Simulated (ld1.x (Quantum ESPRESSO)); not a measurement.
**Pseudopotential generation for Zn: ultrasoft, PBE, scalar-relativistic.**

| Item | Value |
| --- | --- |
| Element | Zn |
| Generator | ld1.x (Quantum ESPRESSO) 7.5 |
| Type | ultrasoft |
| Functional | PBE |
| Relativity | scalar-relativistic |
| Frozen core | [Ne] |
| Valence charge | 20 |
| Reference configuration | 3s2 3p6 3d10 4s2 4p0 |
| Partial waves | 3s (bound): rcut 0.90, rcutus 1.15 bohr; 4s (bound): rcut 0.90, rcutus 1.15 bohr; 3p (bound): rcut 1.00, rcutus 1.30 bohr; 4p (bound, empty): rcut 1.00, rcutus 1.30 bohr; 3d (bound): rcut 1.05, rcutus 1.25 bohr; 3d channel at -0.3 Ry: rcut 1.05, rcutus 1.25 bohr |
| Local potential | all-electron potential smoothed inside 1.20 bohr (lloc = -1) |
| Core correction | Bessel-smoothed model core, default radius (core density twice the valence density) |
| Augmentation charge | PSQ, inside the norm-conserving radii |

Calculated quality:

```json
{"Largest excitation error": "-180 meV (all-electron minus pseudo) for 3s2 3p6 3d10 4s0 4p2, out of 7 test configurations", "Lowest eigenvalue of the overlap operator": "-0.07 (s channel); it is negative, so in a basis up to 400 Ry S is not positive definite and the file is unfit for use", "Density cutoff estimated by the generator": "385 Ry"}
```

The ghost test of this file was not conclusive. Its overlap operator is not positive definite in a basis up to 400 Ry (lowest eigenvalue s -0.07), so the file is unfit for use: the generalised eigenproblem breaks down once the basis is large enough, and its test numbers describe a broken file.

Generation and tests took about 2.1 s on one core of a shared server CPU.
